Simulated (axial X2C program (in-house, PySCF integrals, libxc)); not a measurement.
Curves of SmF²⁺ from open-shell CI on f4 s0 d(πδ)1

Calculated with an axial X2C code built on PySCF integrals: two-component X2C with atomic mean-field Coulomb and Gaunt terms, basis Sm dyall-v3z, F dyall-v3z (cores contracted in-house). Orbitals come from Hartree–Fock averaged over the configuration Sm f4 s0 d(πδ)1; CI then distributes these electrons over the f, s, d(πδ) shells of Sm, the count in the first shell held.

Scan along the bond; masses Sm 151.920 u, F 18.998 u. Energies in cm⁻¹ from the lowest point; levels are followed by energy order within each Ω. Lowest level at 1.853 Å: 100% f4 d(πδ)1.

| R (Å) | (1)Ω=9/2 | (1)Ω=11/2 | (1)Ω=7/2 | (1)Ω=5/2 | (1)Ω=13/2 | (2)Ω=11/2 | (2)Ω=9/2 |
| --- | --- | --- | --- | --- | --- | --- | --- |
| 1.723 | 1991 | 2581 | 3265 | 4342 | 4230 | 4419 | 4833 |
| 1.788 | 211 | 640 | 1351 | 2352 | 2326 | 2457 | 2934 |
| 1.853 | 0 | 292 | 1039 | 1983 | 2011 | 2132 | 2636 |
| 1.927 | 1198 | 1366 | 2154 | 3048 | 3114 | 3249 | 3765 |
| 2.001 | 3512 | 3587 | 4407 | 5264 | 5357 | 5513 | 6031 |
| 2.085 | 7065 | 7064 | 7913 | 8737 | 8852 | 9031 | 9547 |
| 2.187 | 12200 | 12142 | 13011 | 13803 | 13945 | 14144 | 14654 |

Q: Fit the curves (1)Ω=9/2, (1)Ω=11/2, (1)Ω=7/2, (1)Ω=5/2, (1)Ω=13/2, (2)Ω=11/2, (2)Ω=9/2 near their minima.

A: From the open-shell CI curves, Te from the lowest:

```
    level  Te (cm⁻¹)  Re (Å)  ωe (cm⁻¹)
 (1)Ω=9/2          0   1.830      787.7
(1)Ω=11/2        331   1.837      784.9
 (1)Ω=7/2       1068   1.835      788.1
 (1)Ω=5/2       2026   1.837      788.0
(1)Ω=13/2       2042   1.835      785.5
(2)Ω=11/2       2163   1.835      793.0
 (2)Ω=9/2       2661   1.834      788.9
```

Without dynamic correlation distances can be off by several hundredths of an Å (long for ionic bonds, short for multiple bonds) and the wavenumbers are rough.

The 7 lowest curves are shown; the next is (1)Ω=3/2, from 2747 cm⁻¹.

There is no dynamic correlation: spin–orbit spacings and, for f shells, spacings inside one term are the most reliable numbers, splittings between terms come out too wide, and energies between configurations are not reliable, so the lowest level need not be the ground state of the molecule. With the count in the first shell held, other counts are excluded: this configuration can lie several eV above the ground configuration of the molecule. At most 4 roots were kept for each Ω > 0 (twice that for Ω = 0) within 2.2 eV of the lowest, so higher up levels can be missing between those listed; levels with Ω > 0 are doubly degenerate and listed once, Ω = 0 levels singly. States that fill the shells left empty in the average are placed too high.
